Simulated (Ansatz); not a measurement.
System: dichloro(methoxy)borane, CH$_{3}$BCl$_{2}$O, net charge 0, singlet state. SMILES: COB(Cl)Cl
Coordinates optimised at B3LYP-D3(BJ)/def2-TZVP (Ansatz, a quantum-chemistry and plane-wave program):
```xyz
8

B      0.0446     0.1687    -0.0755
Cl     1.1911     1.3242    -0.7458
Cl     0.6274    -1.4195     0.4519
O     -1.2366     0.5251     0.0162
C     -2.2715    -0.3134     0.5397
H     -2.0613    -0.5748     1.5764
H     -2.3585    -1.2245    -0.0517
H     -3.1954     0.2561     0.4811
```

Computed values are from Ansatz. Cores are frozen in the correlated levels unless marked. Open shells are spin-unrestricted. Spin-orbit coupling is left out. No relativistic terms. CBS(X,Y): correlation extrapolated as X^-3; Hartree-Fock from the larger set. [CCSD(T)-MP2]/basis is that difference in the basis named.

**Question.** What is the dipole moment at CCSD(T)/aug-cc-pV(D+d)Z?

**Answer.** 2.49 D.

**Question.** What is the T1 diagnostic at CCSD/aug-cc-pV(T+d)Z?

**Answer.** 0.012.

**Question.** What is the total energy at RI-MP2/CBS(aug-cc-pV(T+d)Z,aug-cc-pV(Q+d)Z)+[CCSD(T)-MP2]/aug-cc-pV(T+d)Z?

**Answer.** -1059.5017 Eh.

**Question.** What is the atomisation energy De at RI-MP2/CBS(aug-cc-pV(T+d)Z,aug-cc-pV(Q+d)Z)+[CCSD(T)-MP2]/aug-cc-pV(T+d)Z?

**Answer.** 3114.6 kJ/mol.
